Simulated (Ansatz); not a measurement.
CH7NO2Si can be A, `N[SiH2]C(O)O`, or B, `NC(O)O[SiH3]`.

Computed with Ansatz on PBE0-D4/def2-TZVP structures; ΔE is electronic, products minus reactants. CCSD(T)/CBS is the MP2 limit (def2-TZVPP, def2-QZVPP) plus CCSD(T) − MP2 in def2-TZVPP, frozen cores. DFT in def2-TZVPP. B3LYP here is the variant with VWN-RPA as its local correlation; programs differ in this. Each species was taken in one conformer, which may not be the lowest.

Problem. Which isomer does CCSD(T)/CBS put lower? Give the gap. (An estimate is asked.)

Solution. The calculation gave: B, by 6.6 kcal/mol.

Problem. Give E(B) − E(A) in kcal/mol with PBE-D4, MP2/def2-TZVPP, ωB97M-V, B3LYP, PBE0-D4, B2PLYP, CCSD(T)/def2-TZVPP. (An estimate is asked.)

Solution. Ansatz gave: PBE-D4 -4.4, MP2/def2-TZVPP -7.3, ωB97M-V -6.7, B3LYP -7.2, PBE0-D4 -6.0, B2PLYP -7.5, CCSD(T)/def2-TZVPP -7.7. None reverses the order clearly.

Largest T1 diagnostic: 0.012.

From PBE to PBE0 (25 % exact exchange), in def2-TZVPP and without D4, E(B) − E(A) moves by −1.5 kcal/mol. In def2-TZVPP, CCSD(T) changes the Hartree–Fock value by +5.4 kcal/mol (the triples alone add +0.6 kcal/mol) and MP2 by +5.8 kcal/mol.
